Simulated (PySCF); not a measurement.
## Correlation energy of Br (bromine, neutral)

[Ar] 3d10 4s1 4p6, 2S determinant (an excited configuration). All numbers are calculated (PySCF 2.14, scalar relativity through the core potential, in aug-cc-pVTZ-PP with ECP10MDF (6s5p4d2f, 55 functions)). Frozen: 3s2 3p6 3d10; 7 electrons correlated.

```csv
level,correlation energy (mhartree)
CCSD,-289.74
(T),-49.76
CCSD(T),-339.50
```

Diagnostics: T1 = 0.026, D1 = 0.0481, largest double amplitude 0.279.

Problem. Is a single reference adequate?

Solution. Not fully. A double-excitation amplitude exceeds 0.15, a sign of near-degeneracy.
